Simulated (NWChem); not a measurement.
System: SnHSBr, singlet; SMILES [SH][Sn][Br]

```xyz
4

Sn     0.6884    -0.6211     0.0000
Br    -0.2581     1.7617     0.0000
S     -1.5264    -1.7271     0.0000
H     -0.9645    -2.9720     0.0000
```
Atoms are numbered in this order, from 1.

All runs: NWChem. Low-valent species are run as closed-shell singlets; no triplet was tried in these runs. Coordinates come from a PBE-D3(BJ)/def2-SVP (def2 core potentials past Kr) optimisation.

For level PBE/STO-3G, non-relativistic:

| Property | Result |
|---|---|
| highest occupied level (eV) | -2.49 |
| orbital gap (eV) | 2.42 |
| dipole (D) | 2.46 |

Q: How do the values read with level PBE/3-21G, non-relativistic instead?

A: The highest occupied level (eV) is -6.16 and the orbital gap (eV) is 2.59. The dipole (D) comes out as 3.58.
